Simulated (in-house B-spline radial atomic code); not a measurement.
Configurations of Ba6+, with energies counted from [Kr] 4d10 5s2 5p2. All numbers are computed (scalar-relativistic (X2C) PBE0, spin-polarised, spherical fractional occupations, exact exchange averaged over the configuration; Fermi nucleus of rms radius 4.8378 fm) with a B-spline radial code for spherical atoms, not measured. Shells without spins written out take the highest spin.

Occupations are held fixed; configurations that lie above the ionisation limit could autoionise.

| configuration | E - E(ref) (eV) | highest orbital | its <r> (bohr) |
| --- | --- | --- | --- |
| [Kr] 4d10 5s1 5p2 6d1 | 65.902 | 6d up | 3.751 |
| [Kr] 4d9 5s2 5p2 5f1 | 131.74 | 5f up | 2.768 |
| [Kr] 4d9 5s2 5p2 6d1 | 135.34 | 6d up | 3.708 |
| [Ar] 3d10 4s2 4p5 4d10 5s2 5p2 6f1 | 241.04 | 6f up | 4.778 |
| [Ar] 3d9 4s2 4p6 4d10 5s2 5p2 6s1 | 813.61 | 6s up | 2.804 |

Q: Order these further configurations by energy, lowest first.
A. [Kr] 4d10 5s2 5p1 6s1
B. [Kr] 4d9 5s2 5p2 5d1
C. [Ar] 3d10 4s2 4p5 4d10 5s2 5p3
D. [Kr] 4d10 5s1 5p2 5d1
E. [Ar] 3d10 4s2 4p5 4d10 4f1 5s2 5p2

A: A (35.138 eV), D (38.478 eV), B (107.09 eV), C (176.71 eV), E (189.55 eV).

Q: How far above the reference does [Kr] 4d10 5s2 5p1 6f1 lie?

A: 61.345 eV; its least bound orbital is 6f up with <r> = 4.906 bohr.
